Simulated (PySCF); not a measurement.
Predicted microwave data (PBE0/pcSseg-1 in PySCF (dipole) on a GFN2-xTB geometry, gas phase) for one isomer of C4H13NSi2:

| Item | Value |
| --- | --- |
| Rotational constants | A = 2601, B = 1123, C = 882.0 MHz |
| Dipole components | \|μa\| = 0.52 D, \|μb\| = 0.83 D, \|μc\| = 0.42 D |
| Inertial defect | -71.28 u·Å² |
| κ | -0.72 |

Problem. Which candidate fits, each taken in the one conformer that was computed?
A. `[SiH3:1][NH:2][SiH2:3][CH2:4][CH:5]1[CH2:6][CH2:7]1` with Si1–N2–Si3–C4 -31°, N2–Si3–C4–C5 -178°, Si3–C4–C5–C6 153°
B. `[CH2:1]=[CH:2][N:3]([CH2:4][CH3:5])[SiH2:6][SiH3:7]` with C1–C2–N3–C4 -170°, C2–N3–C4–C5 83°, C2–N3–Si6–Si7 -62°
C. `[CH3:1][CH2:2][Si@@H:3]1[CH2:4][CH2:5][Si@H:6]1[NH2:7]` with C1–C2–Si3–C4 168°, C5–Si6–N7–H 173° and -50°, C2–Si3–C4–C5 -132°, Si3–C4–C5–Si6 15°, C4–C5–Si6–N7 -126°, C2–Si3–Si6–C5 120°
D. `[CH2:1]=[CH:2][CH2:3][CH2:4][SiH2:5][NH:6][SiH3:7]` with C1–C2–C3–C4 -119°, C2–C3–C4–Si5 180°, C3–C4–Si5–N6 180°, C4–Si5–N6–Si7 -175°

Solution. C. It is CC[Si@@H]1CC[Si@H]1N, an asymmetric top, point group C1. The candidates at the same level (rigid rotor, commonest isotopes):

```csv
SMILES,A (MHz),B (MHz),C (MHz),μa (D),μb (D),μc (D),Δ (u·Å²),point group,rotor
C=CCC[SiH2]N[SiH3],8875,491.8,482.4,0.34,0.98,0.01,-36.96,C1,near-prolate asymmetric top
C=CN(CC)[SiH2][SiH3],2002,1258,1022,1.16,1.10,0.02,-159.51,C1,asymmetric top
CC[Si@@H]1CC[Si@H]1N,2601,1123,882.0,0.52,0.83,0.42,-71.28,C1,asymmetric top
[SiH3]N[SiH2]CC1CC1,4122,723.3,650.5,0.09,0.20,0.12,-44.42,C1,near-prolate asymmetric top
```

`[SiH3]N[SiH2]CC1CC1` has A 58 % too high; `C=CN(CC)[SiH2][SiH3]` has A 23 % too low; `C=CCC[SiH2]N[SiH3]` has A 241 % too high. No structure here is proved a minimum.
